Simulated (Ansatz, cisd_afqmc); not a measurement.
System: As, charge -1, triplet.

Total energies in aug-cc-pVDZ, 6 correlated electrons, 14 frozen orbitals. Radicals and triplets start from unrestricted determinants; spin-orbit coupling is neglected. Correlated methods leave the cores frozen (noble-gas shells, and filled d and f shells in the p block). No relativity. AFQMC/CISD: phaseless, guided by CISD from CCSD amplitudes; bars are statistical, one sigma. Outlying blocks are dropped, and bars are widened where a walk drifts. Over all cases where full CI ran beside it in this data, AFQMC minus full CI had a median of +0.1 mEh and passed +0.4 mEh in a tenth of the cases.

```
method         program          energy (Eh)  minus CCSDTQ (mEh)
----------  ----------  -------------------  ------------------
HF              Ansatz          -2234.15769               99.25
MP2             Ansatz          -2234.23608               20.85
CCSD            Ansatz          -2234.25328                3.66
CCSD(T)         Ansatz          -2234.25604                0.90
CCSDT(Q)        Ansatz          -2234.25692                0.02
CCSDTQ          Ansatz          -2234.25694                0.00
AFQMC/CISD  cisd_afqmc  -2234.2565 ± 0.0002           0.4 ± 0.2
```

Ansatz is an electronic-structure program.
